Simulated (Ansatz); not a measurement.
This geometry of C2H9FOSi2 (15 atoms, charge 0, multiplicity 1) is a first-order saddle point.

Level of theory: RKS LDA/def2-SVP (Ansatz).

```xyz
15
Properties=species:S:1:pos:R:3
C 0.588 -2.595 0.655
Si 0.586 -1.217 -0.613
Si -0.092 0.749 0.440
F -1.286 0.323 1.480
C -0.721 2.058 -0.743
O -0.951 3.336 -0.231
H 0.768 -3.583 0.182
H -0.394 -2.622 1.172
H 1.374 -2.424 1.421
H -0.390 -1.514 -1.727
H 1.945 -1.020 -1.238
H 0.974 1.394 1.299
H 0.045 2.093 -1.565
H -1.639 1.640 -1.237
H -0.829 3.331 0.735
```

Question: Which two structures does it join? (They come from a converged band through this point; their orientation in space is the band's.)

Answer: No bond is made or broken. The dihedral Si3–C5–O6–H15 goes from -44 to 52°.

Image 0:

```xyz
15
Properties=species:S:1:pos:R:3
C 0.653 -2.623 0.718
Si 0.387 -1.299 -0.582
Si 0.056 0.810 0.350
F -1.301 0.757 1.296
C -0.455 2.217 -0.792
O -1.079 3.167 0.028
H 0.802 -3.616 0.244
H -0.227 -2.685 1.391
H 1.547 -2.394 1.335
H -0.810 -1.623 -1.444
H 1.585 -1.192 -1.498
H 1.178 1.239 1.262
H 0.426 2.685 -1.287
H -1.113 1.840 -1.621
H -1.671 2.666 0.629
```

Image 6:

```xyz
15
Properties=species:S:1:pos:R:3
C 0.623 -2.614 0.671
Si 0.549 -1.244 -0.606
Si -0.196 0.709 0.430
F -1.418 0.251 1.417
C -0.763 2.078 -0.724
O -1.066 3.273 -0.062
H 0.851 -3.594 0.201
H -0.355 -2.687 1.190
H 1.402 -2.400 1.433
H -0.421 -1.596 -1.710
H 1.895 -1.000 -1.248
H 0.855 1.338 1.324
H 0.011 2.191 -1.535
H -1.684 1.737 -1.253
H -0.304 3.508 0.502
```

Question: How far does it lie above each of them?

Answer: 3.0 kcal/mol above the first and 1.3 kcal/mol above the second. This is the barrier of this one path; another mechanism may lie lower.

Run time: 2.1 min on 2 threads of Intel(R) Xeon(R) Platinum 8488C (Sapphire Rapids) (shared host), peak memory 0.2 GiB.
